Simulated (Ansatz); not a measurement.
Start from `[OH][Al-]1([OH])[O]C(C(F)(F)F)=CC(C(F)(F)F)=[O+]1` and change one atom or group to get `[OH][Sn-]1[O]C(C(F)(F)F)=CC(C(F)(F)F)=[O+]1`.

Ansatz, PBE0-D4/def2-TZVP geometries, multiplicity 1. Each molecule was computed in one conformer, which needn't be the lowest.

Elements past krypton have def2 core potentials.

```csv
property,`[OH][Al-]1([OH])[O]C(C(F)(F)F)=CC(C(F)(F)F)=[O+]1`
HOMO energy (PBE/def2-TZVPP) / eV,-7.04
HOMO–LUMO gap (PBE/def2-TZVPP) / eV,2.78
HOMO energy (ωB97M-V/def2-TZVPP) / eV,-10.87
size of the dipole moment (ωB97M-V/def2-TZVPP) / D,2.17
HOMO–LUMO gap (ωB97M-V/def2-TZVPP) / eV,9.47
size of the dipole moment (B3LYP/def2-TZVPP) / D,2.11
```

Problem. Give the same properties after the change, and the shifts. (Best estimate.)

Solution. Ansatz gave: 
```tsv
property	`[OH][Sn-]1[O]C(C(F)(F)F)=CC(C(F)(F)F)=[O+]1`	shift
HOMO energy (PBE/def2-TZVPP) / eV	-6.51	0.53
HOMO–LUMO gap (PBE/def2-TZVPP) / eV	2.81	0.03
HOMO energy (ωB97M-V/def2-TZVPP) / eV	-9.86	1.01
size of the dipole moment (ωB97M-V/def2-TZVPP) / D	2.28	0.11
HOMO–LUMO gap (ωB97M-V/def2-TZVPP) / eV	9.04	-0.43
size of the dipole moment (B3LYP/def2-TZVPP) / D	2.35	0.24
```

With PBE0 the HOMO rises by 1.02 eV and the LUMO rises by 0.60 eV, so the gap narrows by about 0.42 eV. PBE moves the HOMO by 0.53 eV and ωB97M-V by 1.01 eV. Dipoles are sizes alone; their direction can turn.

B3LYP here is the variant with VWN-RPA as its local correlation; programs differ in this.
